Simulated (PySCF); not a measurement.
Isomers of C5H7PS. Computed with TDDFT PBE0/def2-SVPD, vertical, gas phase, core orbitals frozen in the response in PySCF 2.14.0, density-fitted response routines. Geometries: GFN2-xTB; one conformer of each isolated species. Triplets are in the Tamm–Dancoff approximation.

A. `S=[PH]1C=CCC=C1`
B. `CC1=CC=C[P@H]1=S`
C. `CC1=CSC(C)=P1`
D. `CC1=C[P@@H](=S)C=C1`

Lowest singlet levels (six at most, fewer where fewer were computed) with oscillator strengths:

1. 380 nm (f 0.000); 368 nm (f 0.013); 290 nm (f 0.061); 215 nm (f 0.001); 211 nm (f 0.001); 210 nm (f 0.010); T1 2.46 eV
2. 392 nm (f 0.000); 376 nm (f 0.014); 276 nm (f 0.034); 216 nm (f 0.000); 212 nm (f 0.001); 210 nm (f 0.002); T1 2.54 eV
3. 282 nm (f 0.002); 275 nm (f 0.003); 274 nm (f 0.039); 271 nm (f 0.016); 221 nm (f 0.001); 217 nm (f 0.022); T1 4.04 eV
4. 257 nm (f 0.053); 254 nm (f 0.100); 239 nm (f 0.005); 230 nm (f 0.000); 218 nm (f 0.000); 206 nm (f 0.148); T1 2.99 eV

Question: Which spectrum belongs to which structure?

Answer: 1 = B, 2 = D, 3 = A, 4 = C.
- A: S1 at 4.39 eV, HOMO→LUMO (96%); Löwdin shares by element: HOMO sulfur 75%, phosphorus 17%; LUMO carbon 70% or more (atoms not listed hold the other 30%); HOMO -6.42 and LUMO -0.94 eV; point group Cs.
- B: S1 at 3.26 eV, HOMO→LUMO (99%); Löwdin shares by element: HOMO (one of a set within 0.03 eV) sulfur 64%, carbon 14% or more, phosphorus 11%; LUMO carbon 69% or more (atoms not listed hold the other 31%); HOMO -6.64 and LUMO -2.17 eV.
- C: S1 at 4.82 eV, HOMO→LUMO (50%), HOMO-1→LUMO (44%); Löwdin shares by element: HOMO carbon 54% or more, phosphorus 28% (atoms not listed hold the other 18%); LUMO carbon 35% or more, phosphorus 27%, sulfur 21% (atoms not listed hold the other 17%); HOMO -6.63 and LUMO -1.22 eV.
- D: S1 at 3.16 eV, HOMO→LUMO (98%); Löwdin shares by element: HOMO sulfur 68%, carbon 12% or more, phosphorus 12%; LUMO carbon 70% or more (atoms not listed hold the other 30%); HOMO -6.54 and LUMO -2.17 eV.
B and D have S1 within 0.10 eV of each other; their strongest listed levels stand at 4.27 eV (f 0.061) and 4.48 eV (f 0.034).
